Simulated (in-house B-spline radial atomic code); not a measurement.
# RPA and G0W0 on CAM-B3LYP: Nb8+

Configuration [Ar] 3d10 4s2 4p3, highest spin, mean-field start CAM-B3LYP. Computed with a B-spline radial code for spherical atoms: all electrons, non-relativistic, point nucleus, each spin shell either full or empty, empty states to l = 9 with an (l + 1/2)⁻⁴ tail; G0W0 by contour deformation at full frequency.

Without relativity these are model numbers: it shifts the levels of so heavy an element strongly and can reorder them.

Command:
```bash
python run_gw.py task.json out
```
Settings (radii: box in bohr, nucleus in fm):
```
Z                        41
electrons                33
configuration            [Ar] 3d10 4s2 4p3
hamiltonian              nr
method                   camb3lyp
lmax                     9
spin_polarised           True
box_radius               7.7
intervals                50
```

Run time, properties included: 4.2 s on 1 thread of Arm Neoverse N1, on a shared host.

Energies (hartree):

| term | value |
| --- | --- |
| mean-field total | -3737.59166 |
| Hartree-Fock functional on these orbitals | -3735.77714 |
| direct second order | -2.7055 |
| second-order exchange | 0.791 |
| SOSEX correction | 0.74345 |

Problem. What is the RPA correlation energy, and what remains with SOSEX?

Solution. RPA gives -2.4383 hartree (-2.01 eV per electron); RPA + SOSEX gives -1.6949, and the second-order doubles -1.9145 hartree (no singles). RPA lacks exchange-type terms and so overcorrelates at short range.

Quasi-particle levels (eV):

```csv
level,occupied,mean field,Σx - vxc,Σc,QP weight,G0W0
4p up,yes,-154.33,-5.37,?,?,?
4s down,yes,-173.14,-1.82,-3.28,0.971,-178.23
3d down,yes,-338.22,-19.73,4.71,0.955,-353.24
4p down,no,-141.75,7.67,-2.97,0.969,-137.05
```

G0W0 = mean field + (Σx - vxc) + Σc, with Σc (partial-wave tail included) taken at the quasi-particle energy. Only the outer levels were computed. Levels of low weight are left out.

Problem. Where does G0W0 put 4p up?

Solution. At -160.38 eV, with Σc = -0.68 eV and a quasi-particle weight of 0.970. The tabulated removal energy is 159.2 ± 0.7 eV (NIST, semi-empirical); the calculation leaves out relativity, Breit and QED terms, and what these don't explain is the method's own error.
